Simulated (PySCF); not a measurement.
C3H7FOSi, SMILES C[SiH2]O/C=C\F.

The structure is a stationary point at B3LYP-D3(BJ)/def2-SVP. The structure was generated by enumeration; whether it is a known compound was not checked. Other conformers were not sampled.

Two levels are set side by side: TDDFT-PBE/def2-SVPD (PySCF) and TDDFT-B3LYP/def2-SVPD (PySCF). Vertical, same geometry. The lowest singlet is HOMO→LUMO 100 % with PBE and HOMO→LUMO 91 % with the other functional; states are paired by order. Differences are taken from unrounded values.

```tsv
quantity	TDDFT-PBE
lowest singlet excitation (eV)	5.00
lowest triplet excitation (TDA) (eV)	4.27
first bright state (f over 0.05) (eV)	6.45
its oscillator strength	0.19
```

These are the TDDFT-PBE values. What does TDDFT-B3LYP give? (Estimate from the structure and the level; the computed values follow.)


```
quantity                               TDDFT-B3LYP  TDDFT-PBE minus TDDFT-B3LYP
-------------------------------------  -----------  ---------------------------
lowest singlet excitation (eV)                5.59                        -0.59
lowest triplet excitation (TDA) (eV)          4.26                         0.02
first bright state (f over 0.05) (eV)         6.51                        -0.05
its oscillator strength                       0.06                         0.13
```

A lower first singlet is the usual sign of a functional without exact exchange. Differences between two approximate levels are no errors against the true value.

Rough cost on one machine, each run with all the roots and properties that it gave: TDDFT-B3LYP against TDDFT-PBE about 4 times.
